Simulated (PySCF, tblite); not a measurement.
Isomers of C5H6O2Si, one GFN2-xTB conformer each. Single-point energies are computed at PBE0/pcSseg-1 (PySCF, gas phase, no added dispersion term), electronic only.

| SMILES | GFN2-xTB relative energy (kJ/mol) |
| --- | --- |
| O=COC1=C[SiH2]C=C1 | 0.0 |
| C[SiH]1C(=O)C=CC1=O | 70.0 |

Conformers: `[O:1]=[CH:2][O:3][C:4]1=[CH:5][SiH2:6][CH:7]=[CH:8]1` with O1–C2–O3–C4 0°, C2–O3–C4–C5 0°; `[CH3:1][SiH:2]1[C:3](=[O:4])[CH:5]=[CH:6][C:7]1=[O:8]` with C1–Si2–C3–O4 37°, Si2–C3–C5–C6 18°, C5–C6–C7–O8 159°, C1–Si2–C7–C6 140°.

Problem. What does PBE0/pcSseg-1 give for the same structures?

Solution. 
| SMILES | PBE0/pcSseg-1 E (Eh) | PBE0/pcSseg-1 (kJ/mol) | GFN2-xTB (kJ/mol) | point group |
| --- | --- | --- | --- | --- |
| C[SiH]1C(=O)C=CC1=O | -633.48777 | 0.0 | 70.0 | near Cs |
| O=COC1=C[SiH2]C=C1 | -633.48281 | 13.0 | 0.0 | Cs |

GFN2-xTB puts O=COC1=C[SiH2]C=C1 lowest instead. As drawn, the higher has a C(=O)–O unit, which the lower lacks.

Problem. Which frontier levels, dipoles and rotational constants go with these structures?

Solution. 
| SMILES | HOMO (eV, PBE0/pcSseg-1) | LUMO (eV) | dipole (D) | A, B, C (MHz) |
| --- | --- | --- | --- | --- |
| C[SiH]1C(=O)C=CC1=O | -6.60 | -2.72 | 1.19 | 2137, 1848, 1077 |
| O=COC1=C[SiH2]C=C1 | -6.91 | -1.72 | 1.93 | 4180, 1120, 892.5 |

Problem. What happens when harmonic zero-point energies from GFN2-xTB frequencies are added?

Solution. 
| SMILES | ZPE (kJ/mol) | electronic (kJ/mol) | with ZPE (kJ/mol) |
| --- | --- | --- | --- |
| C[SiH]1C(=O)C=CC1=O | 245.7 | 0.0 | 0.0 |
| O=COC1=C[SiH2]C=C1 | 243.2 | 13.0 | 10.6 |

The zero-point energies span 2.5 kJ/mol. The order is unchanged.
